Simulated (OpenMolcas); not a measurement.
**Tc2+: effect of the level shift or regulariser**

```
Program             : OpenMolcas 26.06
Basis               : ANO-RCC-VTZP [7s6p4d2f1g]
Scalar Hamiltonian  : DKH2, point nucleus
Active space        : 5 electrons in 5 orbitals (4d)
State averaging     : 2S+1 = 6 even, 1 root; 2S+1 = 4 even, 24 roots; 2S+1 = 2 even, 75 roots
Spin-orbit coupling : RASSI with atomic mean-field integrals over the reference wave functions, term energies averaged over their components
```

Methods on the same reference wave functions:
A. CASSCF
B. MS-CASPT2, IPEA 0.25 Eh, imaginary shift 0.1 Eh (closed shells correlated: 4s 4p)
C. MS-CASPT2, IPEA 0.25 Eh, real shift 0.2 Eh (closed shells correlated: 4s 4p)
D. MS-CASPT2, IPEA 0.25 Eh, sigma2 regulariser 0.3 Eh (closed shells correlated: 4s 4p)

Energies in cm⁻¹ above 4d⁵ ⁶S_5/2.

| Level | A | B | C | D |
| --- | --- | --- | --- | --- |
| 4d⁵ ⁶S_5/2 | 0.0 | 0.0 | 0.0 | 0.0 |
| 4d⁵ ⁴G_5/2 | 24405 | 20760 | 20780 | 20760 |
| 4d⁵ ⁴G_7/2 | 24525 | 20900 | 20920 | 20900 |
| 4d⁵ ⁴G_11/2 | 24558 | 20950 | 20970 | 20950 |
| 4d⁵ ⁴G_9/2 | 24597 | 20980 | 21010 | 20990 |
| 4d⁵ ⁴P_5/2 [60 %] | 27751 | 22830 | 22890 | 22850 |
| 4d⁵ ⁴P_3/2 [63 %] | 28041 | 23150 | 23200 | 23160 |
| 4d⁵ ⁴P_1/2 [75 %] | 28426 | 23650 | 23700 | 23660 |
| 4d⁵ ⁴D_7/2 | 30183 | 24600 | 24680 | 24640 |
| 4d⁵ ⁴D_1/2 | 30587 | 25170 | 25240 | 25200 |
| 4d⁵ ⁴D_3/2 [62 %] | 30882 | 25580 | 25640 | 25600 |
| 4d⁵ ⁴D_5/2 [62 %] | 30908 | 25590 | 25660 | 25620 |
| 4d⁵ ²I_11/2 | 34976 | 30860 | 30880 | 30860 |
| 4d⁵ ²I_13/2 | 35255 | 31180 | 31210 | 31180 |
| 4d⁵ ²D_5/2(1) [55 %] | 38541 | 32490 | 32550 | 32500 |
| 4d⁵ ²D_3/2(1) [61 %] | 39451 | 33130 | 33190 | 33140 |
| 4d⁵ ⁴F_7/2 [51 %] | 40477 | 34050 | 34100 | 34050 |
| 4d⁵ ⁴F_9/2 | 40554 | 34020 | 34070 | 34030 |
| 4d⁵ ⁴F_5/2 | 40908 | 34420 | 34470 | 34420 |
| 4d⁵ ²F_7/2(1) [55 %] | 41195 | 35170 | 35220 | 35170 |
| 4d⁵ ⁴F_3/2 [61 %] | 41644 | 35220 | 35280 | 35230 |
| 4d⁵ ²F_5/2(1) [51 %] | 42935 | 36880 | 36940 | 36890 |
| 4d⁵ ²H_11/2 | 43701 | 38400 | 38430 | 38400 |
| 4d⁵ ²G_7/2(1) | 44329 | 37670 | 37720 | 37680 |

Among B to D the level of the table that moves most is 4d⁵ ⁴D_7/2, by 78 cm-1 (lowest in B, highest in C). Moves below CASPT2's spread within the term are not significant.

From A to B the spin-free energies of the other terms of 4d⁵ shown, above ⁶S, scale by factors of 0.81 to 0.88, as is usual when dynamic correlation screens the repulsion within a d or f shell.

The lowest spin-free term lies below A's lowest term by 0.362 hartree in B, 0.361 hartree in C, 0.362 hartree in D.

CASPT2 breaks the degeneracy within a term, and the mean is taken; among the terms shown or strongly mixed into the levels shown the widest spread is 870 cm-1 (4d⁵ ⁴F, D). Levels of configurations with an s electron are missing; early in the row they begin among the upper levels of the d shell and mix with terms of their name. Without dynamic correlation excited terms often stand tens of per cent too high (terms of higher spin than the ground term too low), and those without a measured partner can miss by more than the paired ones (holds for A). Blocks of more than 70 roots (2S+1 = 2 even) ran without multistate coupling (holds for B; C; D). The CASPT2 spread within a term exceeds the gap to the next term for 4d⁵ ²D(1) and 4d⁵ ⁴F, 4d⁵ ⁴F and 4d⁵ ²F(1), so the order of their levels is uncertain, and so are names and mixing where such terms share a J (holds for B; C; D). Levels of configurations outside the active space are missing. Levels that lie high or do not pair safely by name in every column are left out.

A share in square brackets marks a mixed level and gives the weight of the term that names it, the lowest over the columns. A number in round brackets counts repeated terms of one configuration in the order of the reference energies.
